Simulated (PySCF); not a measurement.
Mo(O)2(OH)2 anion (H2MoO4), SMILES [O]=[Mo](=[O])([OH])[OH] (connectivity only; charge and spin as stated), charge -1, multiplicity 2. The structure is a stationary point at B3LYP-D3(BJ)/def2-SVPD. The multiplicity is an assumed one; no other spin state was optimised. The isomer is the one that the SMILES or the coordinates give; other isomers of the formula were not compared. The def2 effective core potentials stand for the cores of Mo; spin–orbit coupling is left out. Other conformers were not sampled.

Method: B3LYP-D3(BJ)/def2-SVPD run with PySCF.

Harmonic wavenumbers (cm⁻¹): 162, 199, 203, 231, 311, 315, 354, 561, 602, 767, 774, 905, 939, 3853, 3856. Rotational constants (GHz): 3.659, 3.075, 3.070; symmetry number 2.

**Question.** Work out the zero-point energy and the ideal-gas rigid-rotor harmonic-oscillator thermochemistry at 298.15 K and 1 atm.

**Answer.** ZPE = ½ Σ hcν = ½ × 14031 cm⁻¹ = 83.92 kJ/mol. H − E(el) = 104.44 kJ/mol. Entropy in J/(mol K): translation 172.19, rotation 105.67, vibration 59.36, spin 5.76, total 342.99. G − E(el) = 2.18 kJ/mol. Cp = 103.19 J/(mol K).
